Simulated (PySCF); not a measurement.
Cost of one run: shielding job, `Pc1ccccc1`.

Method: GIAO WP04/pcSseg-2 NMR shielding, non-relativistic, IEF-PCM chloroform (PySCF 2.14.0, density-fitted response routines). Geometry: PBE0-D3(BJ)/def2-TZVP. Work: shieldings, ring-centre shieldings, density fitting. A driver script takes a list of jobs; this job's settings line and coordinates (Å) are shown.

Command:
```bash
OMP_NUM_THREADS=1 python probes_run.py task.json out
```

Input:
```
{"job": {"kind": "nmr", "xc": "WP04", "basis": "pcSseg-2", "pop": false, "solvent": "chloroform"}, "charge": 0, "multiplicity": 1}
P      2.604891    -0.236633     0.609008
C      0.825241    -0.080677     0.222268
C      0.105108    -1.144452    -0.315460
C     -1.264255    -1.042214    -0.512122
C     -1.933167     0.124291    -0.175399
C     -1.224409     1.187663     0.365497
C      0.141774     1.083742     0.569865
H      3.049084     0.916527    -0.090166
H      2.942118    -1.116618    -0.451287
H      0.616860    -2.060469    -0.590907
H     -1.808368    -1.878609    -0.936245
H     -3.002169     0.205696    -0.333150
H     -1.738620     2.104219     0.631416
H      0.682403     1.920274     1.001071
```

Hardware: an Arm Neoverse V2 with one thread, on a shared host. PySCF's memory limit was set to 2400 MB.

Question: How large is the basis?

Answer: 357 functions for 58 electrons, with 965 fitting functions; the fitted three-index integrals, 965 × 357 × 358/2 numbers of 8 bytes, come to 470 MiB.

Question: Estimate the wall time.

Answer: About 49 s. The SCF took 14 cycles.

Question: How much memory does it need at the peak?

Answer: About 1.6 GiB. Peak memory is the resident size of the whole Python process, interpreter and libraries included.

Question: At this speed, how long would 100 such jobs take on 32 cores, one job a core?

Answer: 100/32 gives 4 rounds of 49 s, about 3.3 min of wall time and 1.4 core-hours, if the jobs don't slow each other.

The SCF part of the output:
```
coarse grid: 12480 points
cycle   1  E = -583.5803555764  dE =  8.784e-01  |g| = 5.900e-01  |ddm| = 3.127e+00
cycle   2  E = -583.5365042647  dE =  4.385e-02  |g| = 7.098e-01  |ddm| = 1.642e+00
cycle   3  E = -583.6741474436  dE = -1.376e-01  |g| = 8.028e-02  |ddm| = 8.545e-01
cycle   4  E = -583.6753628090  dE = -1.215e-03  |g| = 3.117e-02  |ddm| = 1.032e-01
cycle   5  E = -583.6754797598  dE = -1.170e-04  |g| = 2.086e-02  |ddm| = 3.674e-02
cycle   6  E = -583.6755963669  dE = -1.166e-04  |g| = 3.446e-03  |ddm| = 2.072e-02
cycle   7  E = -583.6755993617  dE = -2.995e-06  |g| = 7.199e-04  |ddm| = 4.428e-03
final grid: 116784 points
cycle   8  E = -583.6913187483  dE = -1.517e-04  |g| = 7.746e-03  |ddm| = 1.032e-01
cycle   9  E = -583.6913101209  dE =  8.627e-06  |g| = 9.444e-03  |ddm| = 1.760e-02
cycle  10  E = -583.6913341663  dE = -2.405e-05  |g| = 8.973e-04  |ddm| = 1.023e-02
cycle  11  E = -583.6913342323  dE = -6.595e-08  |g| = 6.896e-04  |ddm| = 1.258e-03
cycle  12  E = -583.6913343548  dE = -1.225e-07  |g| = 1.841e-04  |ddm| = 6.416e-04
cycle  13  E = -583.6913343636  dE = -8.785e-09  |g| = 4.283e-05  |ddm| = 1.939e-04
cycle  14  E = -583.6913343640  dE = -4.156e-10  |g| = 1.138e-05  |ddm| = 4.161e-05
converged SCF energy = -583.6913343640
```

On the final grid dE counts from the start density on that grid.

The host was shared with other jobs, so the times are rough.
